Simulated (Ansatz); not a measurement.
Reaction (SMILES): BN (BH2-NH2) → B[NH-] + H+
B3LYP-D3(BJ)/def2-TZVP geometries, fixed; electronic energies without zero-point terms.

Basis-set convergence of the deprotonation energy at PBE with Ansatz (a program for electronic structure). All functions are spherical. The program fits the integrals of some runs and decomposes those of others, by size. The proton leaves the site shown, which need not be the most acidic. No added dispersion term, no relativity. Functions are those of the species that has most. Reference: the value in aug-pcseg-3, 384.40 kcal/mol, itself unsure by roughly 0.13 kcal/mol (its mean distance from aug-cc-pVQZ, def2-QZVPPD). Deviations are taken from unrounded values.

| basis | functions |
|---|---|
| def2-SV(P) | 36 |
| cc-pVDZ | 48 |
| def2-SVP | 48 |
| aug-cc-pVDZ | 82 |
| def2-TZVP | 86 |
| cc-pVTZ | 116 |
| def2-TZVPP | 118 |
| jun-cc-pV(T+d)Z | 134 |
| aug-cc-pVTZ | 184 |
| cc-pVQZ | 230 |
| def2-QZVPP | 234 |
| aug-cc-pVQZ | 344 |
| cc-pV5Z | 402 |

**Question.** Which is the smallest set listed that can be trusted to 0.5 kcal/mol here, that is, within that of the reference together with its larger relatives (same family, alike in diffuse functions; a set with none to test it counts only in the reference's own line)?

**Answer.** The smallest set listed that lies within 0.5 kcal/mol of the reference with all its larger relatives (same family, alike in diffuse functions; a set with none counts only in the reference's own line) is jun-cc-pV(T+d)Z (134 functions, -0.04 kcal/mol off). Value minus reference: def2-SV(P) 4.92, cc-pVDZ 8.71, def2-SVP 8.84, aug-cc-pVDZ -2.04, def2-TZVP 2.47, cc-pVTZ 4.32, def2-TZVPP 2.85, jun-cc-pV(T+d)Z -0.04, aug-cc-pVTZ -0.18, cc-pVQZ 2.22, def2-QZVPP 1.13, aug-cc-pVQZ -0.01, cc-pV5Z 0.87 kcal/mol.
